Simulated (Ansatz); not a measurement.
`[SiH3][CH2][GaH][Cl]` + CH₄ → `C[CH2][GaH][Cl]` + SiH₄  (formal exchange of groups at a C–Si bond)

Isolated molecules relaxed with PBE0-D4/def2-TZVP in Ansatz; ΔE leaves out vibrations. CBS: MP2 limit from def2 TZ/QZ plus the TZ coupled-cluster correction, frozen cores. This one scheme is used for every species. Functionals use def2-TZVPP. For Ga outer-core shells are correlated without core-valence functions, which leaves a few kJ/mol of doubt a bond. Scalar relativity is left out up to krypton. Each species was taken in one conformer, which may not be the lowest.

```json
{"species": "`[SiH3][CH2][GaH][Cl]`", "CAM-B3LYP-D4 energy (Eh)": "-2716.47543"}
{"species": "CH₄", "CAM-B3LYP-D4 energy (Eh)": "-40.50551"}
{"species": "`C[CH2][GaH][Cl]`", "CAM-B3LYP-D4 energy (Eh)": "-2465.06349"}
{"species": "SiH₄", "CAM-B3LYP-D4 energy (Eh)": "-291.89249"}
```

(1) Work out ΔE.

(2) What do rigid-rotor, harmonic-oscillator terms from PBE0-D4/def2-TZVP frequencies (298.15 K, 1 bar) make of the CCSD(T)/CBS value? (An estimate is asked.)

Largest T1 diagnostic among the species: 0.012.

Results:

(1) ΔE = (-2465.06349) + (-291.89249) − (-2716.47543) − (-40.50551) = 0.02496 Eh = +65.5 kJ/mol. CCSD(T)/CBS gives +69.0 kJ/mol.

(2) Ansatz gave: ΔZPE = -1.4 kJ/mol, ΔH = +66.2 kJ/mol, ΔS = -3 J/(mol·K), ΔG = +67.2 kJ/mol. Modes under 50 cm⁻¹ make the entropy rough.

Leaving LDA and LC-ωPBE aside and taking each functional with its dispersion term where it has one, the values, not all of them listed here, spread over 6.2 kJ/mol, from ωB97X-V to r2SCANh-D4. At CCSD(T), def2-SVP lies −13.1 kJ/mol from the extrapolated value and def2-TZVPP −1.4 kJ/mol. In def2-TZVPP, CCSD(T) changes the Hartree–Fock value by +6.6 kJ/mol (the triples alone add +1.4 kJ/mol) and MP2 by +10.9 kJ/mol.
